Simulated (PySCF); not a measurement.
## Interval between two levels of Ce(3+) by level of theory

Ce(3+) [Xe] 4f1 [2F7/2, M_J = 7/2] → Ce(3+) [Xe] 6s1 [2S1/2, M_J = 1/2], as a difference of total energies. Computed with PySCF 2.14 in x2c-TZVPall-2c with one added diffuse shell each of s, p, d, f type (12s12p11d5f1g, 147 functions), with the two-component X2C-1e Hamiltonian. Correlated levels: [Ar] 3d10 frozen; the 18 highest virtual spinors dropped. "Screened" scales the spin-orbit matrix elements by Boettger's factors to mimic the two-electron term; Breit and QED terms are absent.

| method | interval between two levels (cm⁻¹) |
| --- | --- |
| GHF (screened spin-orbit) | 80473 |
| GMP2 (screened spin-orbit) | 71544 |
